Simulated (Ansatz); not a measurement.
The cluster Si4 (the lowest singlet isomer of a short search), 4 atoms. Hardware: 2 threads of Arm Neoverse V1 on a shared host.

Correlated methods freeze 20 core orbitals.

Question: How many basis functions does each of these Ansatz runs have, and roughly what does it cost? HF/6-31G, charge 0 singlet, energy, from earlier orbitals; PBE with 50 % exact exchange/def2-TZVP, charge 0 quintet, energy, from earlier orbitals; ωB97X-V/def2-TZVP, charge 0 quintet, energy, from earlier orbitals; PBE-D4/def2-TZVP, charge 0 quintet, energy, from earlier orbitals; HSE06-D4/def2-TZVP, charge 0 triplet, energy, from earlier orbitals; B2PLYP/def2-TZVP, charge 0 triplet, energy, from earlier orbitals; BLYP-D4/def2-TZVP, charge 0 singlet, energy, from earlier orbitals; ωB97X-V/def2-TZVP, charge 0 singlet, energy, from earlier orbitals; r2SCAN-D4/def2-TZVPD, charge -1 doublet, relaxation, 3 steps; PBE with 10 % exact exchange/def2-TZVP, charge 0 singlet, energy, from earlier orbitals; PBE0-D4/def2-TZVP, charge 0 singlet, energy and forces, from earlier orbitals; BHLYP-D4/def2-TZVP, charge 0 quintet, energy, from earlier orbitals.

Answer: Other jobs shared the machine, so times can vary by a factor of up to 3. A dash marks memory too small to be measured apart from the calling script's.

```csv
run,functions,fitting or Cholesky vectors,wall time,peak host memory (GiB)
"HF/6-31G, charge 0 singlet, energy, from earlier orbitals",52,560,0.35 s,–
"BLYP-D4/def2-TZVP, charge 0 singlet, energy, from earlier orbitals",148,1008,1.9 s,–
"PBE with 10 % exact exchange/def2-TZVP, charge 0 singlet, energy, from earlier orbitals",148,1008,2.4 s,–
"PBE0-D4/def2-TZVP, charge 0 singlet, energy and forces, from earlier orbitals",148,1072,3.4 s,–
"PBE-D4/def2-TZVP, charge 0 quintet, energy, from earlier orbitals",148,1008,4 s,–
"HSE06-D4/def2-TZVP, charge 0 triplet, energy, from earlier orbitals",148,1072,5.5 s,–
"ωB97X-V/def2-TZVP, charge 0 singlet, energy, from earlier orbitals",148,1008,7.5 s,–
"B2PLYP/def2-TZVP, charge 0 triplet, energy, from earlier orbitals",148,890,11 s,–
"BHLYP-D4/def2-TZVP, charge 0 quintet, energy, from earlier orbitals",148,1112,15 s,0.66
"PBE with 50 % exact exchange/def2-TZVP, charge 0 quintet, energy, from earlier orbitals",148,1112,17 s,0.66
"r2SCAN-D4/def2-TZVPD, charge -1 doublet, relaxation, 3 steps",172,1100,21 s,–
"ωB97X-V/def2-TZVP, charge 0 quintet, energy, from earlier orbitals",148,1008,44 s,0.8
```
